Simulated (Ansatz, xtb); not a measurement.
**Two isomers of C5H2BrN3**

Structure X: `N#Cc1cncc(Br)n1`, a singlet. Structure Y: `N#Cc1nccnc1Br`, a singlet. Both are isolated molecules in the gas phase, relaxed with r2SCAN-D4/def2-SVP.

Problem. Estimate which is lower in electronic energy at CCSD(T)/def2-SVP + ΔMP2/def2-TZVPP, and by roughly how much.

Solution. CCSD(T)/def2-SVP + ΔMP2/def2-TZVPP gives E(Y) − E(X) = +0.034 eV, slightly favouring structure X, which is too small a margin to settle the true order.

How the difference moves with the method:

| level | geometry | E(Y) − E(X) (eV) | departure from the last row (eV) | job, with rough time for the two |
| --- | --- | --- | --- | --- |
| GFN2-xTB | GFN2-xTB | +0.034 | 0.000 | optimisation, 0.15 s |
| HF/STO-3G | GFN2-xTB | +0.026 | −0.007 | single point, 0.64 s |
| r2SCAN-D4/def2-SVP//GFN2-xTB | GFN2-xTB | +0.025 | −0.008 | single point, 4 s |
| r2SCAN-D4/def2-SVP | r2SCAN-D4/def2-SVP | +0.023 | −0.010 | optimisation, 41 s |
| HF/def2-SVP | r2SCAN-D4/def2-SVP | +0.087 | +0.053 | part of the CCSD(T) run |
| MP2/def2-SVP | r2SCAN-D4/def2-SVP | +0.022 | −0.012 | part of the CCSD(T) run |
| CCSD(T)/def2-SVP | r2SCAN-D4/def2-SVP | +0.040 | +0.006 | single point |
| CCSD(T)/def2-SVP + ΔMP2/def2-TZVPP | r2SCAN-D4/def2-SVP | +0.034 |  | single point, 95 s |

As drawn, both hold the same kinds of bond in the same numbers.

The largest departure from CCSD(T)/def2-SVP + ΔMP2/def2-TZVPP is that of HF/def2-SVP, 0.053 eV. The last row adds to CCSD(T) the change of the MP2 difference between the two basis sets, here −0.006 eV.

With thermal terms from frequencies at re-optimised GFN2-xTB minima (ideal gas, soft modes damped towards free rotors, one conformer each, 298.15 K, 1 atm): on the last row, ΔE + ΔZPE = +0.034, ΔH = +0.034, ΔG = +0.037 eV.

The correlated steps freeze 17 core orbitals; the filled d shell of Br is correlated, in a basis made for valence electrons. Codes used: Ansatz 0.2.0, xtb 6.7.1; the last row on 2 threads of Intel(R) Xeon(R) 6975P-C (Granite Rapids) on a shared host.
